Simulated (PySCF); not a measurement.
Al(H)(NH2)(NMe2) (C2H9AlN2), SMILES C[N](C)[AlH][NH2].

Geometry: TPSSh-D3(BJ)/def2-SVP. The structure was generated by enumeration; whether it is a known compound was not checked. One conformer was computed; it need not be the lowest.

All values below come from TDA-PBE/def2-SVPD (PySCF).

Vertical excitations. The molecule is in vacuum. State labels are in the subgroup Cs.

Computed UV-visible absorptions:
```tsv
state	symmetry	energy (eV)	λ (nm)	f	main pairs
S1	A"	4.32	287	0.000	HOMO→LUMO 100 %
S2	A'	4.94	251	0.153	HOMO→LUMO+1 95 %
S3	A"	5.15	241	0.003	HOMO→LUMO+2 99 %
S4	A"	5.56	223	0.000	HOMO→LUMO+3 64 %, HOMO−1→LUMO 36 %
S5	A"	5.66	219	0.106	HOMO−1→LUMO 62 %, HOMO→LUMO+3 35 %
S6	A"	5.83	213	0.000	HOMO→LUMO+4 99 %
S7	A'	6.08	204	0.057	HOMO−1→LUMO+1 92 %
S8	A"	6.20	200	0.003	HOMO→LUMO+5 100 %
S9	A"	6.33	196	0.004	HOMO−1→LUMO+2 97 %
S10	A"	6.47	192	0.012	HOMO→LUMO+6 98 %
T1	A'	4.08	304	0	HOMO→LUMO+1 99 %
T2	A"	4.21	295	0	HOMO→LUMO 99 %
T3	A"	5.05	246	0	HOMO→LUMO+2 94 %
T4	A'	5.16	240	0	HOMO−1→LUMO+1 98 %
```
Triplets are in the Tamm–Dancoff approximation.
